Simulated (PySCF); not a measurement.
Computed IR spectrum (relative IR intensity) of a molecule C₅H₉N. Geometry: PBE-D3(BJ)/def2-SVP. The values are those of a single conformer. Computed with PBE-D3(BJ)/def2-SVP (PySCF). Frequencies are harmonic and unscaled.

```
ν (cm⁻¹)  relative intensity
--------  ------------------
332                      5.9
534                       10
575                      3.5
758                       71
815                       40
860                       14
907                       11
968                      7.1
1020                     2.9
1124                     3.3
1167                      40
1216                     5.2
1267                      11
1330                      17
1409                      17
1435                     4.7
1450                      19
2024                      43
2847                      50
2854                     100
2943                      24
2987                      29
3051                      19
3063                     2.4
```

Q: Which molecule gave these data?
(A) C=C=CCNC
(B) C=CC1(N)CC1
(C) C=C1CN(C)C1
(D) CC=C=CNC

A: A, C=C=CCNC
